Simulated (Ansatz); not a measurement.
`C[Si](F)(F)[GeH3]` + `[CH3][AlH][I]` → `C[Si](F)(F)I` + `[CH3][AlH][GeH3]`  (redistribution)

Program: Ansatz. Geometries: PBE0-D4/def2-TZVP. ΔE: electronic, gas phase. CCSD(T)/CBS adds triple-zeta CCSD(T) − MP2 to the extrapolated MP2 energy (def2 sets, frozen cores). DFT in def2-TZVPP. Elements past krypton have def2 core potentials. For Ge, I outer-core shells are correlated without core-valence functions, which leaves a few kJ/mol of doubt a bond. Scalar relativity is left out up to krypton.

(1) Is it downhill or uphill in electronic energy at CCSD(T)/CBS, and by how much? (Estimate.)

(2) What do these levels give: PBE-D4, r2SCAN-D4, PBE0-D4, ωB97X-V, ωB97M-V, r2SCAN, PBE0, MP2/def2-TZVPP, SCS-MP2/def2-TZVPP, CCSD/def2-TZVPP, CCSD(T)/def2-TZVPP, HF/def2-QZVPP? (An estimate is asked.)

Largest T1 diagnostic among the species: 0.012.

Results:

(1) Computed: Uphill: ΔE = +55.0 kJ/mol.

(2) The calculation gave: PBE-D4 51.3, r2SCAN-D4 54.4, PBE0-D4 53.6, ωB97X-V 56.7, ωB97M-V 55.2, r2SCAN 54.5, PBE0 54.4, MP2/def2-TZVPP 57.2, SCS-MP2/def2-TZVPP 57.7, CCSD/def2-TZVPP 57.6, CCSD(T)/def2-TZVPP 56.7, HF/def2-QZVPP 63.1 kJ/mol.

In def2-TZVPP, CCSD(T) changes the Hartree–Fock value by −7.3 kJ/mol (the triples alone add −0.9 kJ/mol) and MP2 by −6.8 kJ/mol.
